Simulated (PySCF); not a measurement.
Molfile (atoms numbered from 1):
```
C6H14O2
     RDKit          3D

 22 21  0  0  0  0  0  0  0  0999 V2000
    4.1846    0.0406    0.4863 O   0  0  0  0  0  0  0  0  0  0  0  0
    3.0014    0.7441    0.2254 C   0  0  0  0  0  0  0  0  0  0  0  0
    1.7489   -0.0912    0.4303 C   0  0  0  0  0  0  0  0  0  0  0  0
    0.4613    0.6786    0.1824 C   0  0  0  0  0  0  0  0  0  0  0  0
   -0.7959   -0.1566    0.3735 C   0  0  0  0  0  0  0  0  0  0  0  0
   -2.0814    0.6079    0.0992 C   0  0  0  0  0  0  0  0  0  0  0  0
   -3.3361   -0.2277    0.2887 C   0  0  0  0  0  0  0  0  0  0  0  0
   -4.5184    0.4970    0.0875 O   0  0  0  0  0  0  0  0  0  0  0  0
    4.2252   -0.7048   -0.1216 H   0  0  0  0  0  0  0  0  0  0  0  0
    2.9943    1.1748   -0.7980 H   0  0  0  0  0  0  0  0  0  0  0  0
    2.9917    1.6011    0.9188 H   0  0  0  0  0  0  0  0  0  0  0  0
    1.7631   -0.4975    1.4561 H   0  0  0  0  0  0  0  0  0  0  0  0
    1.7882   -0.9667   -0.2455 H   0  0  0  0  0  0  0  0  0  0  0  0
    0.4218    1.5547    0.8543 H   0  0  0  0  0  0  0  0  0  0  0  0
    0.4708    1.0906   -0.8431 H   0  0  0  0  0  0  0  0  0  0  0  0
   -0.8170   -0.5531    1.4046 H   0  0  0  0  0  0  0  0  0  0  0  0
   -0.7464   -1.0429   -0.2849 H   0  0  0  0  0  0  0  0  0  0  0  0
   -2.0622    0.9958   -0.9370 H   0  0  0  0  0  0  0  0  0  0  0  0
   -2.1501    1.4928    0.7547 H   0  0  0  0  0  0  0  0  0  0  0  0
   -3.2856   -1.1241   -0.3647 H   0  0  0  0  0  0  0  0  0  0  0  0
   -3.3761   -0.6047    1.3239 H   0  0  0  0  0  0  0  0  0  0  0  0
   -4.5143    0.8225   -0.8185 H   0  0  0  0  0  0  0  0  0  0  0  0
  1  2  1  0
  2  3  1  0
  3  4  1  0
  4  5  1  0
  5  6  1  0
  6  7  1  0
  7  8  1  0
  1  9  1  0
  2 10  1  0
  2 11  1  0
  3 12  1  0
  3 13  1  0
  4 14  1  0
  4 15  1  0
  5 16  1  0
  5 17  1  0
  6 18  1  0
  6 19  1  0
  7 20  1  0
  7 21  1  0
  8 22  1  0
M  END
```

Geometry: PBE0-D3(BJ)/def2-SVP; GIAO absolute shieldings from PySCF 2.14, gas phase, non-relativistic, averaged over equivalent atoms.

At PBE0/pcSseg-1 (206 basis functions, 48 s wall time on 1 thread of an x86-64 server CPU, shared host):
```json
{"atoms": "O1/O8", "σ (ppm)": "291.6"}
{"atoms": "C2/C7", "σ (ppm)": "117.9"}
{"atoms": "C3/C6", "σ (ppm)": "145.0"}
{"atoms": "C4/C5", "σ (ppm)": "155.7"}
{"atoms": "H10/H11/H20/H21", "σ (ppm)": "27.74"}
{"atoms": "H12/H13/H18/H19", "σ (ppm)": "29.97"}
{"atoms": "H14/H15/H16/H17", "σ (ppm)": "30.29"}
{"atoms": "H9/H22", "σ (ppm)": "31.65"}
```

**Question.** Predict the values at KT3/pcSseg-1 on the same geometry.

**Answer.** 
```
          atoms  σ at KT3/pcSseg-1  change
          O1/O8              276.2   -15.4
          C2/C7              114.6    -3.3
          C3/C6              141.5    -3.5
          C4/C5              152.2    -3.5
H10/H11/H20/H21              27.74   +0.00
H12/H13/H18/H19              30.02   +0.05
H14/H15/H16/H17              30.28   -0.01
         H9/H22              31.90   +0.25
```

The largest change is at O1/O8 (alcohol oxygen). Cost: 206 basis functions, 69 s wall time on 1 thread of an x86-64 server CPU, shared host. The order of the carbon signals is the same at both levels.
